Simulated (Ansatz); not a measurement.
C$_{6}$H$_{7}$N, triplet (typed; the unrestricted solution is spin-contaminated), at a GFN2-xTB geometry (a higher spin typed on purpose: for a closed-shell molecule this is an excited state); MP2/STO-3G in Ansatz (a first-principles code).

Input for Ansatz:
Ansatz 0.2 input:
```yaml
crystal:
  periodic: [false, false, false]
  atoms:
    - {symbol: N, position_ang: [2.28049730, -0.32810661, 0.21660255]}
    - {symbol: C, position_ang: [0.92942449, -0.09336826, 0.12446929]}
    - {symbol: C, position_ang: [0.33043630, 1.08318629, 0.56135201]}
    - {symbol: C, position_ang: [-1.01890558, 1.29229434, 0.42178300]}
    - {symbol: C, position_ang: [-1.84712112, 0.22652085, -0.20040252]}
    - {symbol: C, position_ang: [-1.26495715, -0.94930923, -0.62533772]}
    - {symbol: C, position_ang: [0.08287363, -1.18284607, -0.47773664]}
    - {symbol: H, position_ang: [2.66860442, -1.03933140, -0.38326081]}
    - {symbol: H, position_ang: [2.87504061, 0.46300216, 0.41098625]}
    - {symbol: H, position_ang: [0.95595511, 1.85052767, 1.00003357]}
    - {symbol: H, position_ang: [-1.49411256, 2.20090721, 0.74376137]}
    - {symbol: H, position_ang: [-2.90812936, 0.38963727, -0.29073823]}
    - {symbol: H, position_ang: [-1.88577273, -1.71720446, -1.06843907]}
    - {symbol: H, position_ang: [0.55442992, -2.10965964, -0.75332562]}
basis:
  gaussian:
    orbitals: STO-3G
magnetization: {spin_polarized: true, initial_magnetization: 2}
correlation: {method: mp2}
```

Write the output that Ansatz gives for this input, abridged.


```
Functional definition: HF
592 factors; integrals over basis functions are off by at most 3.7e-5 eV
mean field evaluation 1: about -7672.8378 eV, gradient 1.5e1 eV
mean field evaluation 2: about -7673.1832 eV, gradient 1.5e1 eV
mean field evaluation 4: about -7675.8825 eV, gradient 4.2e0 eV
mean field evaluation 8: about -7676.8250 eV, gradient 3.3e-1 eV
mean field evaluation 16: about -7671.8143 eV, gradient 1.9e1 eV
mean field evaluation 32: about -7675.6722 eV, gradient 1.7e-1 eV
mean field -7676.81944461 eV, -282.1179110544 hartree, gradient 2.6e-6 eV, S^2 2.501217; 3 other end points of the search recorded, 0 dependent functions left out
7 core orbitals not correlated
reference -7676.81944461 eV, -282.1179110544 hartree; 19, 17 occupied and 16, 18 virtual orbitals, 592 factors
second order -8.09942481 eV of doubles, -0.00000000 eV of singles
Total energy: -7684.91886942 eV, -282.4155594261 hartree
```
